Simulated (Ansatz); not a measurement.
Relaxation of Cl3HOSi (6 atoms, charge 0, multiplicity 1), to a largest force component of 0.02 eV/Å in at most 40 steps.

All numbers below come from RKS revPBE-D4/STO-3G in Ansatz 0.2.0.

```xyz
6
Properties=species:S:1:pos:R:3:forces:R:3
Si 0.000 0.000 0.000 -0.12 -0.13 -0.36
O 0.000 0.000 1.680 1.53 0.36 0.22
H -0.909 -0.281 2.017 -0.98 -0.29 0.01
Cl 2.009 0.000 -0.709 -0.53 0.06 0.34
Cl -1.003 1.738 -0.709 0.09 -0.14 -0.12
Cl -1.003 -1.738 -0.709 0.02 0.14 -0.10
```

Where does it end, and by what steps?

It converged. Limits of this set-up: minimal basis. After 5 steps the energy has fallen by 0.075 eV; H3 moved furthest, 0.16 Å.

```json
{"step": "0", "energy less start (eV)": "0.0000", "largest force component (eV/Å)": "1.526", "accepted": "yes"}
{"step": "1", "energy less start (eV)": "-0.0631", "largest force component (eV/Å)": "0.311", "accepted": "yes"}
{"step": "2", "energy less start (eV)": "-0.0695", "largest force component (eV/Å)": "0.182", "accepted": "yes"}
{"step": "3", "energy less start (eV)": "-0.0748", "largest force component (eV/Å)": "0.105", "accepted": "yes"}
{"step": "4", "energy less start (eV)": "-0.0751", "largest force component (eV/Å)": "0.085", "accepted": "yes"}
{"step": "5", "energy less start (eV)": "-0.0753", "largest force component (eV/Å)": "0.006", "accepted": "yes"}
```

```xyz
6
Properties=species:S:1:pos:R:3
Si -0.017 -0.036 0.002
O 0.085 -0.092 1.698
H -0.898 -0.121 2.023
Cl 1.981 0.011 -0.643
Cl -1.049 1.680 -0.698
Cl -1.008 -1.725 -0.813
```

The run took 14 s on 1 thread of Arm Neoverse V1, with other jobs on the host, peak memory 0.12 GiB.
